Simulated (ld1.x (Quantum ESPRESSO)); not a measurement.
## What one change does to a pseudopotential (cobalt, TM)

Co (Z = 27), norm-conserving Troullier–Martins (Kleinman–Bylander form), made with ld1.x (Quantum ESPRESSO) 7.5 (PBE, scalar-relativistic). Core [Ar], reference 3d7 4s2 4p0. Waves: 4p (bound, empty): rc 2.40 bohr; 3d (bound): rc 1.15 bohr; 4s (bound): rc 2.20 bohr. Local part: the s channel. Core correction: none.

Change: core correction a·sin(br)/r model core inside 0.94 bohr.

Cutoffs: the cutoffs (Ry, on a coarse ladder) from which the occupation-weighted sum of valence levels, in a spherical-Bessel basis at the reference potential, stays within 10 and 1 mRy of its value at 400 Ry; they do not see the model core or the augmentation charge, which bear on the density cutoff. Errors are all-electron minus pseudo energies relative to the spin-unpolarised reference configuration.

Q: What does the change do?

A: The potential gets neither clearly harder nor softer (180 Ry and 260 Ry → 180 Ry and 260 Ry); the number of tests with a reliable result goes from 6 to 5; of the 5 tests that both files solve, the error grows in 2 and shrinks in 0 by more than 15 % and 0.3 meV (median size 156.2 → 416.4 meV); neither file shows a bound ghost. A model core, the more so a compact one, raises the density cutoff, which this test does not measure.

| quantity | base | changed |
| --- | --- | --- |
| cutoff, loose | 180 Ry | 180 Ry |
| cutoff, tight | 260 Ry | 260 Ry |
| bound ghosts | none | none |
| tests with a reliable result | 6 of 7 | 5 of 7 |
| error for 3d7 4s0 4p0, meV [ΔE 25.82 eV] | +60 | -53 |
| error for 3d6 4s0 4p0, meV [ΔE 61.69 eV] | -156 | -461 |
| error for 3d7 4s0 4p1, meV [ΔE 14.40 eV] | +17 | -19 |
| error for 3d5 4s0 4p0, meV [ΔE 117.04 eV] | -1539 | -2326 |
| error for 3d6 4s2 4p0, meV [ΔE 15.18 eV] | -367 | -416 |
| s: phases at 2.61 bohr within 0.05 rad from the reference energy up to (Ry; the scan ends near 5) | 2.8 | 2.8 |
| p: phases at 2.61 bohr within 0.05 rad from the reference energy up to (Ry; the scan ends near 5) | to the end of the scan | to the end of the scan |
| d: phases at 2.61 bohr within 0.05 rad from the reference energy up to (Ry; the scan ends near 5) | 0.5 | 0.5 |
